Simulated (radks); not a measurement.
Valence configurations of Nd+ (all share [Xe]). All-electron calculation, Dirac Kohn-Sham, PBEsol, spin-unpolarised, spherical densities, finite nucleus; open shells fill j = l - 1/2 first; Fermi nuclear charge, rms radius 4.9123 fm. Program: a radial shooting solver on a logarithmic mesh with Libxc functionals. Energies are relative to 4f4 6s1; eigenvalues in eV.

| valence | E (eV) | e(4f5/2) | e(5d3/2) | e(6p1/2) | e(6s1/2) |
|---|---|---|---|---|---|
| 4f4 6s1 | 0.000 | -7.788 | - | - | -8.188 |
| 4f3 6s1 6p1 | 5.747 | -16.460 | - | -6.969 | -10.226 |
| 4f3 5d1 6s1 | 2.279 | -13.107 | -8.705 | - | -8.758 |
| 4f3.5 6s1.5 | 0.481 | -11.387 | - | - | -8.968 |
| 4f3.5 6s1 6p0.5 | 1.981 | -11.891 | - | -6.236 | -9.238 |
| 4f2 5d2 6s1 | 9.137 | -19.446 | -9.987 | - | -9.223 |
| 4f3 6s2 | 2.505 | -15.476 | - | - | -9.721 |
| 4f4 5d0.5 6s0.5 | 0.423 | -6.831 | -6.767 | - | -7.704 |
| 4f2 5d1 6s1 6p1 | 13.699 | -22.992 | -12.419 | -7.236 | -10.715 |
| 4f4 5d1 | 0.934 | -5.940 | -6.134 | - | - |

NIST lists [Xe] 4f4 6s1 as the ground configuration; this level of theory agrees among the configurations tried. The energies are those of spherical spin-averaged densities, not of single terms.
